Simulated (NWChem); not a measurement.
System: BNH$_{2}$BrF; SMILES FB(N)Br

Input file for NWChem:

```
start job
memory heap 200 mb stack 900 mb global 1100 mb
geometry units angstroms noautosym nocenter noautoz
  B     -0.010024     0.932100     0.000000
  F     -1.174479     1.569342     0.000000
  Br    -0.024257    -0.998855     0.000000
  N      1.188098     1.634255     0.000000
  H      2.091026     1.182530     0.000000
  H      1.210571     2.646173     0.000000
end
basis spherical
  * library pcsseg-1
end
dft
  xc xpbe96 cpbe96
  iterations 150
end
property
  shielding
end
task dft property
```

NWChem printed, in part:

```
             Northwest Computational Chemistry Package (NWChem) 7.3.0
             --------------------------------------------------------

                             Geometry "geometry" -> ""
                             -------------------------

 Output coordinates in angstroms (scale by  1.889725989 to convert to a.u.)

  No.       Tag          Charge          X              Y              Z
 ---- ---------------- ---------- -------------- -------------- --------------
    1 B                    5.0000    -0.01002400     0.93210000     0.00000000
    2 F                    9.0000    -1.17447900     1.56934200     0.00000000
    3 Br                  35.0000    -0.02425700    -0.99885500     0.00000000
    4 N                    7.0000     1.18809800     1.63425500     0.00000000
    5 H                    1.0000     2.09102600     1.18253000     0.00000000
    6 H                    1.0000     1.21057100     2.64617300     0.00000000

 Effective nuclear repulsion energy (a.u.)     221.6227039398

  pbe96 is a nonlocal functional; adding pw91lda local functional.
                              NWChem Property Module
                              ----------------------

  itol2e modified to match energy
  convergence criterion.

                                 NWChem DFT Module
                                 -----------------

 Summary of "ao basis" -> "ao basis" (spherical)
 ------------------------------------------------------------------------------
       Tag                 Description            Shells   Functions and Types
 ---------------- ------------------------------  ------  ---------------------
 B                          pcsseg-1                 7       17   3s3p1d
 F                          pcsseg-1                 7       17   3s3p1d
 Br                         pcsseg-1                15       41   5s7p3d
 N                          pcsseg-1                 7       17   3s3p1d
 H                          pcsseg-1                 3        5   2s1p

  itol2e modified to match energy
  convergence criterion.

[...]

          -----------------------------------------
          Chemical Shielding Tensors (GIAO, in ppm)
          -----------------------------------------

                                NWChem CPHF Module
                                ------------------

  scftype          =     RHF
  nclosed          =       29
  nopen            =        0
  variables        =     2117
  # of vectors     =        3
  tolerance        = 0.10D-03
  level shift      = 0.00D+00
  max iterations   =       50
  max subspace     =       30

 SCF residual:    5.5390129468371459E-005

Iterative solution of linear equations
  No. of variables     2117
  No. of equations        3
  Maximum subspace       30
        Iterations       50
       Convergence  1.0D-04

   iter   nsub   residual    time
   ----  ------  --------  ---------
     1      3    3.30D-05      25.3

      Atom:    1  B
        Diamagnetic
    200.8823      0.4789     -0.0000
      0.4789    208.3073     -0.0000
     -0.0000     -0.0000    177.2821

        Paramagnetic
   -136.0194     16.8310     -0.0000
     16.8310   -145.4954      0.0000
     -0.0000      0.0000   -103.7740

        Total Shielding Tensor
     64.8630     17.3099     -0.0000
     17.3099     62.8119      0.0000
     -0.0000      0.0000     73.5081

           isotropic =      67.0610
          anisotropy =      21.1750

          Principal Components and Axis System
                 1           2           3
               81.1777     73.5081     46.4972

      1         0.7277      0.0000     -0.6859
      2         0.6859      0.0000      0.7277
      3        -0.0000      1.0000     -0.0000

      Atom:    2  F
        Diamagnetic
    482.8902    -13.5590     -0.0000
    -13.5590    469.0825      0.0000
     -0.0000      0.0000    460.2901

        Paramagnetic
   -307.4596    -49.2918      0.0000
    -49.2918   -280.3067      0.0000
      0.0000      0.0000    -89.5812

        Total Shielding Tensor
    175.4306    -62.8508      0.0000
    -62.8508    188.7758      0.0000
      0.0000      0.0000    370.7089

           isotropic =     244.9718
          anisotropy =     188.6057

          Principal Components and Axis System
                 1           2           3
              370.7089    245.3073    118.8992

      1         0.0000     -0.6687      0.7435
      2         0.0000      0.7435      0.6687
      3         1.0000      0.0000     -0.0000

      Atom:    3  Br
        Diamagnetic
   3121.7933      0.3063      0.0000
      0.3063   3130.2027      0.0000
      0.0000      0.0000   3121.0058

        Paramagnetic
   -928.3040     32.6921     -0.0000
     32.6921   -238.7215      0.0000
     -0.0000      0.0000   -691.6663

        Total Shielding Tensor
   2193.4893     32.9984     -0.0000
     32.9984   2891.4812      0.0000
     -0.0000      0.0000   2429.3395

           isotropic =    2504.7700
          anisotropy =     582.4016

          Principal Components and Axis System
                 1           2           3
             2893.0378   2429.3395   2191.9328

      1         0.0471     -0.0000      0.9989
      2         0.9989     -0.0000     -0.0471
      3         0.0000      1.0000      0.0000

      Atom:    4  N
        Diamagnetic
    328.1906      4.7880     -0.0000
      4.7880    326.4191     -0.0000
     -0.0000     -0.0000    299.1565

        Paramagnetic
   -149.4492     60.4524      0.0000
     60.4524   -162.1070      0.0000
      0.0000      0.0000   -114.3660

[...]
```

Level: PBE/pcSseg-1, GIAO. Geometry: optimised at PBE0/def2-SVP. The printed shielding anisotropy is the first printed principal value minus the mean of the other two.
